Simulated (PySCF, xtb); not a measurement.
TeCl3, SMILES [Te+](Cl)(Cl)Cl, charge +1.

Harmonic wavenumbers (cm⁻¹) from GFN2-xTB run with xtb 6.7.1 at its own minimum, in rising order: 108, 108, 136, 359, 359, 389.

What does B3LYP-D3(BJ)/def2-SVP in PySCF 2.14.0 give at its own minimum? (An estimate is asked for; the answer gives what the named calculation found.)

123, 123, 151, 393, 393, 397. Paired by order, the mean absolute difference is 20 cm⁻¹ and the zero-point energies are 2.1 and 2.3 kcal/mol.
